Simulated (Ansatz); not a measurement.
**Telling isomers of FH2N2Si apart by their spectra**

These gas-phase data were calculated for one isomer of FH2N2Si at PBE0-D3(BJ)/def2-SVP (harmonic, unscaled wavenumbers; equilibrium rotational constants with average atomic masses):

| Item | Value |
| --- | --- |
| rotational constants | 19.29, 3.587, 3.201 GHz |
| all wavenumbers above 1500 cm⁻¹ | 2311, 2269, 1992 |

Candidates:

(1) `N/N=[Si]/F`, a doublet
(2) `[N]=N[SiH2]F`, a doublet

Which candidate do the data belong to?

Candidate (2). No mode falls between 3250 and 3800 cm⁻¹, where the N–H stretch of (1) would stand.

The same quantities for all candidates:

```
     rotational constants (GHz)  wavenumbers above 1500 cm⁻¹  E above the lowest, PBE0-D3(BJ)/def2-SVP (kcal/mol)
(1)         24.72, 3.274, 2.941       3603, 3491, 1637, 1549                                                 15.7
(2)         19.29, 3.587, 3.201             2311, 2269, 1992                                                  0.0
```

Each candidate is one conformer. Open shells are spin-unrestricted. Programs: Ansatz 0.2.0.
